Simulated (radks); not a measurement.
The numbers below are computed, except where a source is named.
All-electron atom: Sc4+ in [He] 2s2 2p5.75 3s2 3p5 4s0.25 (fractional occupations, a model configuration).

Code: a radial shooting solver on a logarithmic mesh with Libxc functionals. Model: non-relativistic Kohn-Sham, r2SCAN, spin-polarised, spherical densities, point nucleus; open shells are filled with parallel spins first; meta-GGA in the generalised Kohn-Sham scheme.

Energy parts (eV):
total: -20473.444
kinetic: 20456.707
electron-nucleus: -47450.216
Hartree: 7521.954
exchange-correlation: -1001.889

Orbitals (lengths in bohr, moments of r in powers of bohr; r(max) is where P^2 peaks; r(90%) holds 90 % of the orbital's charge):
orbital  occ.  eigenvalue (eV)   r(max)     <r^2>  r(90%)      <r^4>
1s up       1        -4463.648  0.04837  0.007275   0.131  0.0001359
1s down     1        -4462.116  0.04837  0.007270   0.131  0.0001357
2s up       1        -543.9989   0.2845    0.1392   0.532    0.03414
2s down     1        -542.2641   0.2847    0.1393   0.533    0.03416
2p up       3        -461.1657   0.2322    0.1153   0.502    0.02738
2p down  2.75        -458.7756   0.2326    0.1156   0.503    0.02748
3s up       1        -111.1919   0.9044     1.197    1.51      2.223
3s down     1        -108.8886   0.9074     1.211    1.52      2.281
3p up       3         -88.3551   0.9267     1.330    1.62      2.882
3p down     2         -86.0647   0.9309     1.345    1.63      2.950
4s up    0.25         -36.2817    2.349     7.078    3.59      71.17

The highest occupied level is 4s up at -36.282 eV. The electron density at the nucleus is 6197 e/bohr^3.
